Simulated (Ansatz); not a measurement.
`[NH2][Al]([F])[NH][SiH3]` + `OC[SiH2]Cl` → `[SiH3]OC[SiH2]Cl` + `[NH2][Al]([NH2])[F]`  (ligand exchange at the Si–N bond)

Computed with Ansatz on PBE0-D4/def2-TZVP structures; ΔE is electronic, products minus reactants. CCSD(T)/CBS is the MP2 limit (def2-TZVPP, def2-QZVPP) plus CCSD(T) − MP2 in def2-TZVPP, frozen cores. This one scheme is used for every species. DFT in def2-TZVPP. One conformer a species, not always the lowest.

| level | ΔE (kJ/mol) |
| --- | --- |
| ωB97X-V | -29.7 |
| ωB97M-V | -28.6 |
| r2SCAN | -27.1 |
| HF/def2-TZVPP | -41.3 |
| SCS-MP2/def2-TZVPP | -33.0 |
| CCSD(T)/def2-TZVPP | -29.4 |
| HF/def2-QZVPP | -42.2 |
| SCS-MP2/def2-QZVPP | -33.6 |

(1) What does CCSD(T)/CBS give? (Estimate.)

Largest T1 diagnostic among the species: 0.011.

Results:

(1) The calculation gave: -29.9 kJ/mol. The listed levels differ from it by 0.2, 1.3, 2.8, -11.4, -3.1, 0.5, -12.3, -3.7 kJ/mol.

In def2-TZVPP, CCSD(T) changes the Hartree–Fock value by +11.9 kJ/mol (the triples alone add +2.0 kJ/mol) and MP2 by +10.6 kJ/mol.
